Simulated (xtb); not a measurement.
Zn(SH) (HSZn), SMILES [SH][Zn+], charge +1. All values are semi-empirical tight-binding results from xtb (GFN2-xTB unless named), good for trends rather than for accurate numbers. Geometry optimised at GFN2-xTB. The multiplicity is an assumed one; other spin states were not compared. The isomer is the one that the SMILES or the coordinates give; other isomers of the formula were not compared.

For metal compounds this method's bond lengths and energies can be far off.

### Question
Estimate the properties. (The exact figures need the calculation; the answer reports its results.)

### Answer

point group as xtb finds it: Cs
orbital gap: 0.92 eV
zero-point energy: 4.6 kcal/mol
G − E(el) at 298.15 K (modified RRHO): -11.4 kcal/mol
